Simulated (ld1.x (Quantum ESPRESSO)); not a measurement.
# Pseudopotential generation for lead: TM, PBEsol, scalar-relativistic.

The input file (ld1.x (Quantum ESPRESSO) 7.5):

```
&input
   title='Pb', zed=82., rel=1, dft='PBESOL', iswitch=3,
   config='[Xe] 4f14 5d10 6s2 6p1',
   nld=3, rlderiv=2.40, eminld=-4.0, emaxld=5.0, deld=0.02
 /
 &inputp
   pseudotype=2, tm=.true., lloc=2,
   nlcc=.true., new_core_ps=.true.,
   file_pseudopw='Pb.UPF', file_wfcaegen='ae.wfc', file_wfcncgen='nc.wfc', file_beta='beta', file_chi='chi'
 /
3
6S  1  0   2.00   0.00  2.05  2.05  0.0
6P  2  1   1.00   0.00  2.20  2.20  0.0
5D  3  2  10.00   0.00  2.00  2.00  0.0
 &test
   configts(1)='5d10 6s2 6p1'
 /
```

Command:

```bash
ld1.x < Pb.in > Pb.out
```

Output (shortened: banner, matrices, multipoles, cross overlaps and the repeated all-electron block are left out):

```
Program LD1 v.7.5
     --------------------------- All-electron run ----------------------------

     Pb
     scalar relativistic calculation

     atomic number is 82.00
     dft =PBESOL   lsd =0 sic =0 latt =0  beta=0.20 tr2=1.0E-14
     Exchange-correlation= PBESOL
                           (   1   4  10   8   0   0   0)
     mesh =1281 r(mesh) =  98.81810 a.u. xmin = -7.00 dx = 0.01250
     1 Ry =  13.60569312 eV, c = 137.03599908

     n l     nl                  e(Ry)          e(Ha)          e(eV)
     1 0     1S 1( 2.00)     -6476.4108     -3238.2054    -88116.0576
     2 0     2S 1( 2.00)     -1158.8597      -579.4298    -15767.0892
     2 1     2P 1( 6.00)      -994.0478      -497.0239    -13524.7092
     3 0     3S 1( 2.00)      -278.6046      -139.3023     -3790.6081
     3 1     3P 1( 6.00)      -231.3616      -115.6808     -3147.8351
     4 0     4S 1( 2.00)       -63.4896       -31.7448      -863.8197
     4 1     4P 1( 6.00)       -48.0097       -24.0049      -653.2058
     3 2     3D 1(10.00)      -183.2053       -91.6026     -2492.6344
     5 0     5S 1( 2.00)       -11.1657        -5.5828      -151.9169
     5 1     5P 1( 6.00)        -6.8753        -3.4376       -93.5431
     4 2     4D 1(10.00)       -30.1083       -15.0541      -409.6443
     4 3     4F 1(14.00)       -10.3391        -5.1696      -140.6712
     5 2     5D 1(10.00)        -2.1214        -1.0607       -28.8627
     6 0     6S 1( 2.00)        -1.4192        -0.7096       -19.3096
     6 1     6P 1( 1.00)        -0.7259        -0.3629        -9.8763

     final scf error:  2.3E-15 reached in  23 iterations

     Etot =  -41752.157179 Ry,  -20876.078590 Ha, -568067.037801 eV

     Ekin =   47204.736521 Ry,   23602.368261 Ha,  642253.159058 eV
     Encl = -104227.969394 Ry,  -52113.984697 Ha,-1418093.766407 eV
     Eh   =   16032.314218 Ry,    8016.157109 Ha,  218130.747303 eV
     Exc  =    -761.238524 Ry,    -380.619262 Ha,  -10357.177755 eV

     normalization and overlap integrals

     s(1S/1S) =  1.000000  <r> =   0.0160  <r2> =    0.0004  r(max) =   0.0099
     s(2S/2S) =  1.000000  <r> =   0.0676  <r2> =    0.0054  r(max) =   0.0575
     s(2P/2P) =  1.000000  <r> =   0.0614  <r2> =    0.0046  r(max) =   0.0476
     s(3S/3S) =  1.000000  <r> =   0.1746  <r2> =    0.0349  r(max) =   0.1622
     s(3P/3P) =  1.000000  <r> =   0.1765  <r2> =    0.0361  r(max) =   0.1622
     s(4S/4S) =  1.000000  <r> =   0.3843  <r2> =    0.1666  r(max) =   0.3609
     s(4P/4P) =  1.000000  <r> =   0.4101  <r2> =    0.1911  r(max) =   0.3842
     s(3D/3D) =  1.000000  <r> =   0.1600  <r2> =    0.0299  r(max) =   0.1311
     s(5S/5S) =  1.000000  <r> =   0.8531  <r2> =    0.8156  r(max) =   0.7932
     s(5P/5P) =  1.000000  <r> =   0.9769  <r2> =    1.0766  r(max) =   0.8766
     s(4D/4D) =  1.000000  <r> =   0.4311  <r2> =    0.2145  r(max) =   0.3890
     s(4F/4F) =  1.000000  <r> =   0.4539  <r2> =    0.2467  r(max) =   0.3476
     s(5D/5D) =  1.000000  <r> =   1.3009  <r2> =    1.9694  r(max) =   1.0707
     s(6S/6S) =  1.000000  <r> =   2.2405  <r2> =    5.6639  r(max) =   1.9509
     s(6P/6P) =  1.000000  <r> =   2.9930  <r2> =   10.2124  r(max) =   2.5050

     ------------------------ End of All-electron run ------------------------

     --------------------- Generating NC pseudopotential ---------------------

      Generating local pot.: lloc=2, matching radius rcloc =   2.0000

      Computing core charge for nlcc:

       r > 0.89 : true rho core
      Core charge pseudized with two Bessel functions
      Integrated core pseudo-charge :  20.82

      Wfc   6S  rcut= 2.051  Using Troullier-Martins method

      Wfc   6P  rcut= 2.211  Using Troullier-Martins method

     ------------------- End of pseudopotential generation -------------------

     Computing logarithmic derivative in   2.39780
     Computing logarithmic derivative in   2.39780
     Computing the partial wave expansion
     R is outside the sphere for l=    0 j= 0.00
     R is outside the sphere for l=    1 j= 0.00
       no projector for channel:   2

     ---------------------- Testing the pseudopotential ----------------------

     Pb
     scalar relativistic calculation

     atomic number is 82.00   valence charge is 14.00
     dft =PBESOL   lsd =0 sic =0 latt =0  beta=0.20 tr2=1.0E-14
     mesh =1281 r(mesh) =  98.81810 xmin = -7.00 dx = 0.01250

     n l     nl             e AE (Ry)        e PS (Ry)    De AE-PS (Ry)
     3 2     5D   1(10.00)       -2.12137       -2.12137        0.00000
     1 0     6S   1( 2.00)       -1.41923       -1.41923        0.00001
     2 1     6P   1( 1.00)       -0.72590       -0.72589       -0.00000

     eps = 5.0E-15  iter = 17

     Etot =  -41752.157179 Ry,  -20876.078590 Ha, -568067.037801 eV
     Etotps =  -175.821206 Ry,     -87.910603 Ha,   -2392.169374 eV

     Ekin =      70.911499 Ry,      35.455749 Ha,     964.800089 eV
     Encl =    -272.191998 Ry,    -136.095999 Ha,   -3703.360802 eV
     Ehrt =      98.471925 Ry,      49.235963 Ha,    1339.778797 eV
     Ecxc =     -75.545219 Ry,     -37.772609 Ha,   -1027.845064 eV
     (Ecc =     -55.101987 Ry,     -27.550994 Ha,    -749.700732 eV)
     Epseu=       2.532587 Ry,       1.266294 Ha,      34.457605 eV

     ---------------------- End of pseudopotential test ----------------------
```

Note: ghost states, extra bound levels that the all-electron valence spectrum of the same l lacks: s at -96.6 eV, p at -24.9 eV. A true bound ghost makes a file unfit for plane-wave use.

Generation and configuration tests took about 5.5 s on one core of a shared server CPU.
